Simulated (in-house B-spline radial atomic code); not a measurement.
# BSE on G0W0@HF excitations of the tellurium ion Te⁴⁺

Method: BSE on G0W0@HF. Computed with an all-electron radial atomic-structure program (B-spline basis): linear response of the closed shell [Kr] 4d10 5s2 with a statically screened interaction on G0W0 levels; non-relativistic, point nucleus, no spin-orbit coupling, no double excitations, S, P, D and F terms only; shells from n = 3 respond. Only terms of natural parity with L up to 3 were computed.

Without relativity these are model numbers for so heavy an element.

Command:
```bash
python run_td.py task.json out
```
Settings (radii: box in bohr, nucleus in fm):
```
Z                        52
electrons                48
configuration            [Kr] 4d10 5s2
hamiltonian              nr
method                   bse
box_radius               19.1
intervals                56
```

Cost of the run: 1.8 s on 1 thread of Intel(R) Xeon(R) 6975P-C (Granite Rapids), with other jobs on the host.

The lowest states, in the order of their Tamm-Dancoff energies; the method's threshold (minus the highest G0W0 level) is 56.55 eV. Labels give the largest channel, * marks a mixed state, and oscillator strengths are full-response dipole values. Energies in eV:

```
     state  full response  Tamm-Dancoff  oscillator strength
5s → 5p 3P          8.233         8.383                    -
5s → 5p 1P         12.343        12.992                 1.56
5s → 5d 3D         25.554        25.569                    -
5s → 5d 1D              ?             ?                    -
5s → 6s 3S              ?             ?                    -
5s → 6s 1S          30.12         30.14                    -
5s → 4f 3F          31.30         31.32                    -
5s → 4f 1F          32.35         32.37                    -
5s → 6p 3P          33.04         33.04                    -
5s → 6p 1P          33.45         33.49               0.0817
5s → 6d 3D          38.77         38.77                    -
5s → 6d 1D          39.11         39.12                    -
5s → 7s 3S          40.14         40.14                    -
5s → 5f 3F          40.26         40.27                    -
5s → 7s 1S          40.44         40.45                    -
5s → 5f 1F          40.48         40.49                    -
5s → 7p 3P          41.96         41.96                    -
5s → 7p 1P          42.11         42.12               0.0483
```

Where does 5s → 6s 3S lie?

At 29.180 eV in full response, 29.188 eV in Tamm-Dancoff.

Where does 5s → 5d 1D lie?

At 26.978 eV in full response, 27.017 eV in Tamm-Dancoff.

How large is the singlet-triplet splitting of 5s → 5p (P terms) in Tamm-Dancoff?

4.61 eV, from the unrounded values.

What polarisabilities and dispersion coefficient does the method give?

Dipole 9.018 bohr³, quadrupole 20.82 bohr⁵, C6 36.85 hartree·bohr⁶ for two such species.
